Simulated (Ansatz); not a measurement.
Geometry optimisation, Ansatz 0.2.0, RKS PBE-D4/def2-SVP.

The input (input.yaml):

```yaml
crystal:
  periodic: [false, false, false]
  atoms:
    - { symbol: F, position_ang: [-1.22823, -0.29009, 0.92419] }
    - { symbol: Si, position_ang: [-0.12825, 0.10559, -0.11428] }
    - { symbol: I, position_ang: [2.0468, -0.73482, 0.35473] }
    - { symbol: H, position_ang: [-0.69033, 0.91932, -1.16464] }
total_charge: 1
basis:
  gaussian: { orbitals: def2-SVP }
hamiltonian:
  xc: pbe
  dispersion: d4
relax:
  f_tol: 0.02
  max_steps: 40
scf:
  lower_state_search: "off"
```

Run as:

```bash
$ ansatz run input.yaml --threads 1 --pin off --max-ram 2048MiB --backend cpu --events-out ev --progress --plain --runs-dir out
```

Where does it end, and by what steps?

The run converged. Limits of this set-up: the dipole of an ion depends on the origin. After 3 steps the energy has fallen by 0.097 eV; H4 moved furthest, 0.09 Å.

```
step  energy less start (eV)  largest force component (eV/Å)  accepted
   0                  0.0000                           1.852       yes
   1                 -0.0810                           0.445       yes
   2                 -0.0964                           0.123       yes
   3                 -0.0971                           0.008       yes
```

```xyz
4
Properties=species:S:1:pos:R:3
F -1.288 -0.302 0.967
Si -0.133 0.075 -0.066
I 2.026 -0.692 0.296
H -0.605 0.919 -1.197
```

Whether the end is a true minimum wasn't checked by a vibrational analysis.

Time of the run: 4.4 s on 1 CPU thread of a shared host.
